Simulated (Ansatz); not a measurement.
Relaxation of Li6 with RKS r2SCAN/def2-TZVP.

```sh
$ ansatz run in.yaml --threads 4 --pin off --events-out ev --progress --plain --max-ram 3916MiB
```

```yaml
crystal:
  periodic: [false, false, false]
  atoms:
    - {symbol: Li, position_ang: [-0.038580, 1.683010, -1.086600]}
    - {symbol: Li, position_ang: [1.254800, -0.950240, -0.513740]}
    - {symbol: Li, position_ang: [-0.572490, -2.672880, 0.087090]}
    - {symbol: Li, position_ang: [-1.501780, -0.533890, -0.400040]}
    - {symbol: Li, position_ang: [-0.908820, 1.525960, 1.140320]}
    - {symbol: Li, position_ang: [1.766880, 0.948030, 0.772980]}
basis:
  gaussian: {orbitals: def2-TZVP}
hamiltonian: {xc: r2scan}
scf: {omitted_lower_state_checks: [starts]}
output: {orbitals: {seedname: orbitals}}
relax: {f_tol: 0.02, max_steps: 100}
```

Run time 13 s (4 threads of INTEL XEON PLATINUM 8581C on a shared host).

Positions (Å) and forces (eV/Å) at steps 1, 2, 3, 4, 5, 6, 7, 8, 9, 10, 11, 13, 16, 18 of 18:

```xyz
6
step=1 energy=-1224.2653 eV
Li   -0.039    1.683   -1.087    0.178    0.320   -0.796
Li    1.255   -0.950   -0.514    0.328   -0.434   -0.620
Li   -0.572   -2.673    0.087    0.055   -1.105    0.366
Li   -1.502   -0.534   -0.400   -0.790    0.485   -0.339
Li   -0.909    1.526    1.140   -0.543    0.179    0.774
Li    1.767    0.948    0.773    0.772    0.555    0.615
6
step=2 energy=-1224.9091 eV
Li   -0.017    1.749   -1.189    0.138    0.136   -0.170
Li    1.334   -1.001   -0.611    0.078   -0.201   -0.286
Li   -0.584   -2.845    0.149    0.037   -0.462    0.177
Li   -1.649   -0.495   -0.459   -0.386    0.139   -0.189
Li   -1.006    1.569    1.245   -0.224    0.085    0.249
Li    1.921    1.024    0.864    0.358    0.302    0.219
6
step=3 energy=-1225.1227 eV
Li    0.068    1.795   -1.172    0.053    0.060   -0.018
Li    1.320   -1.027   -0.678    0.010   -0.057   -0.067
Li   -0.588   -2.970    0.224    0.021   -0.166    0.076
Li   -1.789   -0.498   -0.554   -0.188    0.049   -0.097
Li   -1.083    1.558    1.297   -0.094   -0.006    0.053
Li    2.072    1.142    0.883    0.198    0.120    0.054
6
step=4 energy=-1225.1968 eV
Li    0.115    1.828   -1.137   -0.006    0.032    0.007
Li    1.288   -1.022   -0.654   -0.046    0.006    0.038
Li   -0.604   -3.026    0.273    0.014   -0.054    0.031
Li   -1.917   -0.505   -0.654   -0.075    0.032   -0.059
Li   -1.117    1.479    1.308   -0.001   -0.067   -0.025
Li    2.234    1.246    0.865    0.114    0.050    0.007
6
step=5 energy=-1225.2577 eV
Li    0.127    1.872   -1.122   -0.054    0.033    0.005
Li    1.218   -0.980   -0.546   -0.094    0.053    0.102
Li   -0.640   -3.061    0.312    0.010   -0.007    0.020
Li   -2.015   -0.509   -0.772   -0.001    0.040   -0.034
Li   -1.081    1.322    1.301    0.081   -0.126   -0.089
Li    2.392    1.355    0.828    0.057    0.006   -0.004
6
step=6 energy=-1225.3345 eV
Li    0.112    1.927   -1.128   -0.084    0.039   -0.018
Li    1.127   -0.920   -0.423   -0.118    0.087    0.109
Li   -0.672   -3.073    0.348    0.005    0.014    0.044
Li   -2.064   -0.505   -0.867    0.037    0.055   -0.035
Li   -0.997    1.149    1.270    0.147   -0.173   -0.113
Li    2.493    1.423    0.801    0.011   -0.022    0.013
6
step=7 energy=-1225.4198 eV
Li    0.075    1.985   -1.143   -0.092    0.028   -0.038
Li    1.049   -0.865   -0.337   -0.099    0.095    0.063
Li   -0.694   -3.067    0.404   -0.004    0.051    0.074
Li   -2.081   -0.487   -0.950    0.054    0.060   -0.046
Li   -0.897    0.981    1.232    0.181   -0.191   -0.088
Li    2.548    1.454    0.795   -0.041   -0.042    0.035
6
step=8 energy=-1225.5039 eV
Li    0.022    2.022   -1.170   -0.084    0.020   -0.043
Li    0.995   -0.816   -0.315   -0.040    0.055   -0.020
Li   -0.707   -3.021    0.478   -0.010    0.089    0.102
Li   -2.067   -0.458   -1.014    0.039    0.050   -0.070
Li   -0.782    0.826    1.201    0.163   -0.170   -0.023
Li    2.539    1.447    0.820   -0.069   -0.044    0.054
6
step=9 energy=-1225.5888 eV
Li   -0.039    2.044   -1.195   -0.056    0.012   -0.028
Li    0.974   -0.781   -0.357    0.018    0.008   -0.109
Li   -0.719   -2.931    0.581   -0.008    0.119    0.114
Li   -2.044   -0.424   -1.084    0.024    0.031   -0.069
Li   -0.667    0.669    1.189    0.098   -0.131    0.032
Li    2.495    1.423    0.866   -0.074   -0.040    0.060
6
step=10 energy=-1225.6778 eV
Li   -0.095    2.058   -1.206   -0.014    0.003   -0.002
Li    0.986   -0.764   -0.476    0.008    0.011   -0.122
Li   -0.726   -2.792    0.718    0.009    0.111    0.096
Li   -2.019   -0.395   -1.162    0.012    0.006   -0.043
Li   -0.572    0.511    1.199    0.040   -0.094    0.023
Li    2.426    1.382    0.928   -0.055   -0.038    0.048
6
step=11 energy=-1225.7336 eV
Li   -0.110    2.069   -1.201    0.010   -0.005    0.007
Li    0.980   -0.736   -0.621   -0.024    0.029   -0.071
Li   -0.705   -2.652    0.852    0.031    0.038    0.054
Li   -2.005   -0.390   -1.222    0.006   -0.007   -0.022
Li   -0.521    0.384    1.202    0.010   -0.010    0.004
Li    2.362    1.326    0.991   -0.032   -0.045    0.029
6
step=13 energy=-1225.7814 eV
Li   -0.067    2.149   -1.209    0.013   -0.028    0.015
Li    0.866   -0.643   -0.831   -0.053    0.041    0.006
Li   -0.408   -2.484    1.054    0.024    0.021    0.005
Li   -2.058   -0.449   -1.280    0.025   -0.005    0.016
Li   -0.605    0.435    1.123    0.008   -0.002   -0.048
Li    2.272    0.993    1.142   -0.018   -0.027    0.006
6
step=16 energy=-1225.8013 eV rejected
Li    0.076    2.271   -1.186    0.011    0.015    0.006
Li    0.720   -0.524   -1.026   -0.027    0.018    0.034
Li    0.035   -2.194    1.208   -0.042   -0.038   -0.001
Li   -2.149   -0.614   -1.257   -0.006   -0.018   -0.002
Li   -0.771    0.565    0.971    0.033   -0.024   -0.033
Li    2.089    0.497    1.288    0.031    0.047   -0.005
6
step=18 energy=-1225.8084 eV
Li    0.061    2.262   -1.182    0.001    0.001   -0.002
Li    0.729   -0.533   -0.984    0.001    0.000    0.001
Li   -0.059   -2.258    1.187    0.000   -0.002   -0.001
Li   -2.135   -0.603   -1.263   -0.003    0.000    0.001
Li   -0.731    0.534    0.981    0.000    0.000    0.000
Li    2.135    0.598    1.261    0.000    0.002    0.001
```

The structure comes from a short search, and lower isomers may exist.
